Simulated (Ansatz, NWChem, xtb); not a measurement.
## Ligand exchange: BBr2Cl + AgF → BBr2F + AgCl

Gas-phase species: BBr2Cl (dibromo(chloro)borane) `ClB(Br)Br`, singlet; AgF, singlet; BBr2F (dibromofluoroborane) `FB(Br)Br`, singlet; AgCl, singlet. The partners trade Cl for F: B–Cl and Ag–F bonds give way to B–F and Ag–Cl.

Shapes, held fixed at every level: PBE0-D4/def2-TZVP. Programs: Ansatz 0.2.0, NWChem 7.3.0, xtb 6.7.1. The zero-point and thermal change to 298 K, harmonic and unscaled (PBE0-D4/def2-TZVP), is +2.6 kJ/mol.

| level | kind | ΔH(298 K) (kJ/mol) | less CCSD(T)/def2-TZVPP |
| --- | --- | --- | --- |
| GFN2-xTB | semi-empirical | -91.3 | +81.2 |
| HF/def2-TZVPP | Hartree–Fock | -201.1 | -28.6 |
| SPW92/def2-TZVPP | LDA | -170.2 | +2.3 |
| PBE-D4/def2-TZVPP | GGA | -154.9 | +17.6 |
| PBE0/def2-SVP | global hybrid | -184.0 | -11.5 |
| B2PLYP/def2-TZVPP | double hybrid | -170.7 | +1.8 |
| CCSD/def2-TZVPP | coupled cluster or CI | -176.9 | -4.4 |
| CCSD(T)/def2-TZVPP | coupled cluster or CI | -172.5 | 0.0 |

The highest level, CCSD(T)/def2-TZVPP, gives ΔH(298 K) = -172.5 kJ/mol; the levels span -201.1 to -91.3. GFN2-xTB strays far from the other rows. The column of differences is taken from that level and isn't an error. No measured value is set beside it here. For atoms past krypton def2 sets carry core potentials with scalar relativity. Relativity is left out for Br. Outer-core shells of Ag, Br are correlated, in sets that cover them unevenly.
